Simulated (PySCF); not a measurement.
## Gas-phase XPS of `C[C@H]1C[SiH2]1`, computed

Compound: C₃H₈Si.
Geometry (PBE0-D3(BJ)/def2-SVP, Å), atoms numbered from 1 in this order:
```xyz
12
C3H8Si angstrom
C      1.1595   -1.0023    0.1021
C      0.1881    0.0695    0.5359
C     -0.1378    1.2069   -0.4458
Si    -1.5939    0.1207   -0.0274
H      2.1944   -0.6183    0.0828
H      0.9307   -1.3693   -0.9115
H      1.1329   -1.8696    0.7791
H      0.3499    0.4180    1.5649
H     -0.0934    2.2318   -0.0616
H      0.2989    1.1145   -1.4477
H     -2.6477    0.6274    0.8876
H     -2.0511   -0.8651   -1.0400
```

Computed, not measured: PySCF 2.14.0, delta-SCF UKS SCAN, pcX-2 on the ionised atom, pcseg-1 elsewhere, spin-free X2C. These are vertical core ionisation energies against the vacuum level, from separate self-consistent calculations with and without the core hole.

Task: What binding energy does each computed site have?

Result: 
```tsv
atom(s)	bonded to	level	binding energy (eV)	2p1/2 (eV)	above the level's lowest (eV)	count
C1	C and 3 H	C 1s	290.59	–	+0.67	1
C2	2 C, H and Si	C 1s	290.07	–	+0.15	1
C3	C, 2 H and Si	C 1s	289.92	–	0.00	1
Si4	2 C and 2 H	Si 2p3/2	106.36	106.98	0.00	1
Si4	2 C and 2 H	Si 1s	1846.06	–	0.00	1
```

Lowest listed C 1s: C3, bonded to C, 2 H and Si. Highest, 0.67 eV above it: C1, bonded to C and 3 H.

Task: Which photon energy gives electrons from Si 1s of Si4 a kinetic energy of 200 eV, and what is their de Broglie wavelength?

Result: hν = 1846.06 + 200 = 2046.06 eV, recoil neglected; λ = 12.264 Å/√(E/eV) = 0.87 Å.

For 2p shells one spin-free hole was relaxed; a mean-field spin–orbit operator and the ground-state splitting of the three 2p orbitals were then diagonalised within the shell. The shell's mean is (2 × 2p3/2 + 2p1/2)/3, and the degeneracies 2j + 1 give areas of 2:1. 2p1/2 minus 2p3/2 (ligand field included): Si 0.62 eV. Geometry: PBE0-D3(BJ)/def2-SVP; no solvent, vibrations or thermal averaging.
